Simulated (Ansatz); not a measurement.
Species: [Ga(H)3(CH3OH)] (charge 0, multiplicity 1).

### Question
Give a relaxed geometry from PBE0-D3(BJ)/def2-SVP (Ansatz, a first-principles code).

### Answer
Several could match; the one computed here: the end point of this relaxation, one of several conformers.
Z-matrix (Å, degrees):
```
O
H 1 0.9649
C 1 1.4192 2 110.67
H 3 1.0973 1 106.77 2 177.44
H 3 1.1005 4 108.89 1 119.29
H 3 1.1017 4 108.81 5 120.08
Ga 1 2.1416 2 110.52 3 -133.75
H 7 1.5767 1 97.71 2 -160.14
H 7 1.5799 8 120.09 1 -100.55
H 7 1.5852 8 118.04 9 -157.30
```
